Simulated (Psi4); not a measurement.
ethylene (C₂H₄), singlet, at a GFN2-xTB geometry. Base run: HF/6-31G in Psi4 1.11.

Psi4 was given this input:
```
memory 2 GB

molecule mol {
0 1
  C    -0.013287   -0.006567    0.658005
  C     0.013287    0.006567   -0.658005
  H    -0.020896    0.901691    1.238223
  H    -0.028738   -0.926221    1.219823
  H     0.028738    0.926221   -1.219823
  H     0.020896   -0.901691   -1.238223
}

set basis 6-31g
set reference rhf
set stability_analysis check
set scf_type pk

energy('scf')
print_variables()
```

The bond that is stretched is that between atoms 3 and 1. A test that says stable can miss a lower solution.

Each row names what was changed in the base input (with any setting that the change needs).

```tsv
change	ΔE vs base (kcal/mol)	<S^2>
base	0.000	0.000
stability_analysis = follow; reference = uhf	0.000	0.000
bond × 1.25	20.65	0.000
stability_analysis = follow; reference = uhf; bond × 1.25	20.62	0.035
bond × 1.5	54.95	0.000
stability_analysis = follow; reference = uhf; bond × 1.5	54.23	0.240
bond × 1.8	94.4	0.000
stability_analysis = follow; reference = uhf; bond × 1.8	78.2	0.871
bond × 2.2	137.4	0.000
stability_analysis = follow; reference = uhf; bond × 2.2	87.7	1.165
bond × 3.0	193.9	0.000
stability_analysis = follow; reference = uhf; bond × 3.0	90.5	1.269
```

Psi4 reported an instability in these rows: stability_analysis = follow; reference = uhf; bond × 1.25; stability_analysis = follow; reference = uhf; bond × 1.5; stability_analysis = follow; reference = uhf; bond × 1.8; stability_analysis = follow; reference = uhf; bond × 2.2; stability_analysis = follow; reference = uhf; bond × 3.0 (restricted rows aren't judged here).

Where a bond breaks into two radicals, a solution with restricted orbitals usually stops being the lowest and lies too high; an unrestricted one lies lower at the price of spin contamination, which <S^2> shows.
